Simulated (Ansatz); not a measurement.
Job for Ansatz (a program for electronic structure): SC-NEVPT2 on SA-CASSCF(12,8)/cc-pVDZ on O2 (SMILES O=O), 2S+1 = 3, a spin state set in the input, which need not be the lowest.

Ansatz 0.2 input:
```yaml
crystal:
  periodic: [false, false, false]
  atoms:
    - {symbol: O, position_ang: [-0.00000000, -0.00000000, -0.60212665]}
    - {symbol: O, position_ang: [0.00000000, 0.00000000, 0.60212665]}
basis:
  gaussian:
    orbitals: cc-pVDZ
magnetization: {spin_polarized: false, initial_magnetization: 2}
correlation: {method: sc_nevpt2, electrons: outside_noble_gas, active_space: {window: {electrons: 12, orbitals: 8}, states: [{multiplicity: 1, weights: [1]}, {multiplicity: 3, weights: [1]}]}}
output: {orbitals: {seedname: ./end}}
```

Program output:

```
WARN ansatz: RAYON_NUM_THREADS=2 ignored (pool sized by the plan → 2); use --threads N
Functional definition: HF
integrals: 0.00 GiB planned
438 factors; integrals over basis functions are off by at most 8.2e-8 eV
mean field: 0.06 GiB planned
mean field evaluation 1: about -4070.5821 eV, gradient 1.6e1 eV
mean field evaluation 2: about -4070.5856 eV, gradient 1.6e1 eV
mean field evaluation 4: about -4071.0590 eV, gradient 5.5e-1 eV
mean field evaluation 8: about -4071.0602 eV, gradient 1.2e-4 eV
mean field evaluation 16: about -4071.0628 eV, gradient 2.0e-1 eV
mean field evaluation 32: about -4070.9617 eV, gradient 1.2e0 eV
mean field -4071.06294566 eV, -149.6088037873 hartree, gradient 2.1e-6 eV, S^2 2.000000; 4 other end points of the search recorded, 0 dependent functions left out
reference -4071.06016624 eV, -149.6087016457 hartree; 9, 7 occupied and 19, 21 virtual orbitals, 438 factors
configuration interaction: 0.07 GiB planned
configuration interaction: 0.00 GiB planned
configuration interaction: 0.00 GiB planned
state -4072.95153447 eV, -149.6782081462 hartree
state -4072.95153447 eV, -149.6782081462 hartree; corrected -4079.18840070 eV, -149.9074087525 hartree
configuration interaction: 0.00 GiB planned
state -4073.91845392 eV, -149.7137417804 hartree
state -4073.91845392 eV, -149.7137417804 hartree; corrected -4080.21324062 eV, -149.9450709250 hartree
Total energy: -4079.70082066 eV, -149.9262398387 hartree
```

Self-consistency was reached. The last total energy is the mean of the averaged states.

Cost: roughly 1.6 core-seconds.
